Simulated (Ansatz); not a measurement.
`B/N=C(/F)S` + `N[SiH3]` → `BN[SiH3]` + `N=C(F)S` at 700 K and 1 bar (ligand exchange at a B–N bond).

Computed with Ansatz on PBE0-D4/def2-TZVP structures; ΔE is electronic, products minus reactants. CCSD(T)/CBS is the MP2 limit (def2-TZVPP, def2-QZVPP) plus CCSD(T) − MP2 in def2-TZVPP, frozen cores. This one scheme is used for every species. Each species was taken in one conformer, which may not be the lowest.

```tsv
species	CCSD(T)/CBS energy (Eh)	H − E (kJ/mol)	S (J/(mol·K))
`B/N=C(/F)S`	-616.91068	181.1	423.7
`N[SiH3]`	-346.80422	180.7	336.3
`BN[SiH3]`	-372.22946	227.4	384.8
`N=C(F)S`	-591.49692	135.4	357.6
```

H − E and S are ideal-gas, rigid-rotor, harmonic terms from PBE0-D4/def2-TZVP, for one conformer and one mirror image of each species. 1 Eh = 2625.50 kJ/mol, R = 8.31446 J/(mol·K).

By hand: ΔE, ΔH, ΔS and ΔG.

ΔE = (-372.22946) + (-591.49692) − (-616.91068) − (-346.80422) = -0.01148 Eh = -30.1 kJ/mol. Δ(H − E) = 227.4 + 135.4 − 181.1 − 180.7 = 1.0, so ΔH = -29.1 kJ/mol. ΔS = 384.8 + 357.6 − 423.7 − 336.3 = -17.6 J/(mol·K). ΔG = -29.1 − 700 × (-17.6)/1000 = -16.8 kJ/mol.

By hand: the equilibrium constant, and the temperature at which ΔG would vanish if ΔH and ΔS stayed fixed.

log₁₀ K = −ΔG/(RT ln 10) = 1.3. ΔG = 0 at ΔH/ΔS = 1653 K, though so small a ΔS makes that figure unsure.

TΔS isn't small against ΔH here. A doubt of 5 kJ/mol in ΔE shifts log₁₀ K by 0.4 here. Other conformers and mirror images would add mixing entropy, several J/(mol·K) or more a flexible species. These are equilibria of isolated gas molecules and say nothing of rates. Largest T1 diagnostic: 0.015 (customary marks: 0.02 for closed shells, 0.045 for open ones).
